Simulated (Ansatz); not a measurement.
Start from `C[SiH](F)N[SiH3]` and change one atom or group to get `C[SiH](F)P`.

Ansatz, PBE0-D4/def2-TZVP geometries, multiplicity 1. Each molecule was computed in one conformer, which needn't be the lowest.

```tsv
property	`C[SiH](F)N[SiH3]`
HOMO energy (PBE0/def2-TZVPP) / eV	-7.93
HOMO energy (PBE/def2-TZVPP) / eV	-6.56
HOMO energy (ωB97M-V/def2-TZVPP) / eV	-10.26
size of the dipole moment (B3LYP/def2-TZVPP) / D	1.56
LUMO energy (PBE/def2-TZVPP) / eV	-0.62
LUMO energy (B3LYP/def2-TZVPP) / eV	-0.02
```

(1) What does the change do to each property? (Estimate.)

## Answers

(1) Computed: 
```tsv
property	`C[SiH](F)P`	shift
HOMO energy (PBE0/def2-TZVPP) / eV	-7.61	0.32
HOMO energy (PBE/def2-TZVPP) / eV	-6.48	0.08
HOMO energy (ωB97M-V/def2-TZVPP) / eV	-9.70	0.56
size of the dipole moment (B3LYP/def2-TZVPP) / D	2.11	0.55
LUMO energy (PBE/def2-TZVPP) / eV	-0.74	-0.12
LUMO energy (B3LYP/def2-TZVPP) / eV	-0.06	-0.04
```

With PBE0 the HOMO rises by 0.32 eV and the LUMO falls by 0.06 eV, so the gap narrows by about 0.38 eV. PBE moves the HOMO by 0.08 eV and ωB97M-V by 0.56 eV. Dipoles are sizes alone; their direction can turn.

B3LYP here is the variant with VWN-RPA as its local correlation; programs differ in this.
